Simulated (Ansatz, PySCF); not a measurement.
Species: GaI (charge 0, singlet). 
Structure (B3LYP-D3(BJ)/def2-TZVP (Ansatz, a first-principles code) minimum search):
SMILES: [Ga][I]
```xyz
2

Ga     0.0000     0.0000    -1.6517
I      0.0000     0.0000     0.9661
```

Wanted: atomisation energy (electronic, to ground-state atoms), in kcal/mol. Correlated levels leave the core frozen unless marked. Open shells are spin-unrestricted. No spin-orbit coupling. Frozen are the shells of the preceding noble gas and the d and f shells that filled before the atom's block. In def2 rows, elements after Kr have scalar-relativistic effective core potentials. The coupled-cluster limit lacks core correlation, which all-electron functionals hold. CBS(X,Y): correlation extrapolated as X^-3; Hartree-Fock from the larger set.

```tsv
level	program	atomisation energy (kcal/mol)
BLYP-D3(BJ)/def2-TZVPD	Ansatz + dftd3	88.4
revPBE/def2-TZVPD	Ansatz	85.8
TPSS-D3(BJ)/def2-TZVPD	PySCF + dftd3	…
r2SCAN-D3(BJ)/def2-TZVPD	Ansatz + dftd3	89.1
PBE0-D4/def2-TZVPD	Ansatz + dftd4	…
BHLYP-D4/def2-TZVPD	Ansatz + dftd4	…
HSE06-D4/def2-TZVPD	Ansatz + dftd4	89.0
B2GP-PLYP/def2-TZVPD	Ansatz	…
CCSD(T)/CBS(def2-TZVPPD,def2-QZVPPD)	Ansatz	87.4
```

**Question.** Fill in the missing entries.

**Answer.** 
- TPSS-D3(BJ)/def2-TZVPD, atomisation energy (kcal/mol): 90.9
- PBE0-D4/def2-TZVPD, atomisation energy (kcal/mol): 88.8
- BHLYP-D4/def2-TZVPD, atomisation energy (kcal/mol): 84.8
- B2GP-PLYP/def2-TZVPD, atomisation energy (kcal/mol): 85.4
